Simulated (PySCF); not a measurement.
# BrReN: from structure and modes to constants

All numbers come from UPBE0 in PySCF with Re def2-SVP with ECP60, N def2-SVP, Br def2-SVP; scalar-relativistic core potentials, no spin–orbit coupling; density-fitted integrals.

The quartet minimum has Cs symmetry. Masses (u): Re 186.95575, N 14.00307, Br 78.91834.

```xyz
3
charge 0 multiplicity 4, angstrom
Re   -0.5382    0.0000   -0.3553
N    -2.0419    0.0000    0.3113
Br    1.6361    0.0000    0.7826
```

Harmonic wavenumbers (cm⁻¹): 137.3 (a', ×1), 252.6 (a', ×1), 1148.2 (a', ×1).

Find the principal moments of inertia and the rotational constants. What kind of rotor is it?

About the centre of mass I = 19.528, 377.54, 397.07 u Å². With B = 16.8576/I this gives 0.8633, 0.04465, 0.04246 cm⁻¹. The molecule is an asymmetric top with κ = -0.99.

What is the harmonic zero-point energy?

Half the sum of all 3 wavenumbers, 1538/2 = 769 cm⁻¹, which is 9.2 kJ/mol (1 cm⁻¹ = 0.0119627 kJ/mol).

Find the vibrational entropy and heat capacity at 298.15 K.

With u = 1.43878 ω/T, each mode gives S = R[u/(eᵘ−1) − ln(1−e⁻ᵘ)] and C = R u² eᵘ/(eᵘ−1)².
| ω (cm⁻¹) | u | S (J/(mol K)) | C (J/(mol K)) |
| --- | --- | --- | --- |
| 137.3 | 0.663 | 11.89 | 8.02 |
| 252.6 | 1.219 | 7.16 | 7.36 |
| 1148.2 | 5.541 | 0.21 | 1.01 |
The sums over all modes are S = 19.3 and C = 16.4 J/(mol K); the softest mode gives 62 % of the entropy.

This need not be the most stable arrangement of these atoms. With open d or f shells other occupations or spin states may lie lower. No spin–orbit coupling is included, which matters more the heavier the element.
